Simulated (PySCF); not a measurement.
C2H8BOP.
SMILES with atom numbers: `[CH3:1][CH2:2][O:3][BH:4][PH2:5]` (hydrogens: H6, H7, H8 on C1; H9, H10 on C2; H11 on B4; H12, H13 on P5)

Computed with PySCF 2.14.0, PBE0-D3(BJ)/def2-SVP geometry optimisation, gas phase.

List the bond lengths, angles and torsions at this level.

| bond | length (pm) | order |
| --- | --- | --- |
| C1–C2 | 150.9 | single |
| C2–O3 | 141.6 | single |
| O3–B4 | 134.3 | single |
| B4–P5 | 193.0 | single |
| C1–H6, C1–H7, C1–H8 | 110.0 | single |
| C2–H9, C2–H10 | 110.5 | single |
| B4–H11 | 121.1 | single |
| P5–H12, P5–H13 | 142.4 | single |

Bonds in one row agree within 1 pm and their mean is given. Orders are formal, as drawn. A selection of angles:
| angle | degrees |
| --- | --- |
| C2–C1–H6 | 110.7 |
| C2–C1–H8 | 110.4 |
| H6–C1–H7 | 108.1 |
| H7–C1–H8 | 108.5 |
| C1–C2–O3 | 109.4 |
| C1–C2–H9 | 110.7 |
| O3–C2–H9 | 109.9 |
| H9–C2–H10 | 107.3 |
| C2–O3–B4 | 124.2 |
| O3–B4–P5 | 123.6 |
| O3–B4–H11 | 116.5 |
| P5–B4–H11 | 119.7 |
| B4–P5–H12 | 96.8 |
| B4–P5–H13 | 99.2 |
| H12–P5–H13 | 96.3 |

Torsions: C1–C2–O3–B4 -159° (antiperiplanar); C2–O3–B4–P5 4° (synperiplanar). The mirror-image conformer, all signs reversed, is as good.

B4 (three-coordinate boron) is planar (angles 123.6°, 119.7° and 116.5°, sum 359.7°, 0.04 Å off the plane of its three neighbours). Of the pairs four or more bonds apart, P5···H9 is among the closest relative to their van der Waals radii: 2.80 Å, 93 % of the sum of Bondi's values. P5 (three-coordinate phosphorus) is pyramidal (angles 99.2°, 96.8° and 96.3°, sum 292.2°, 0.77 Å off the plane of its three neighbours).

Point group: C1 (no symmetry element, even within 0.4 Å). No frequency check. The numbers are those of one conformer (C1–C2–O3–B4 -159°, C2–O3–B4–P5 4°, O3–B4–P5–H -149° and -51°).
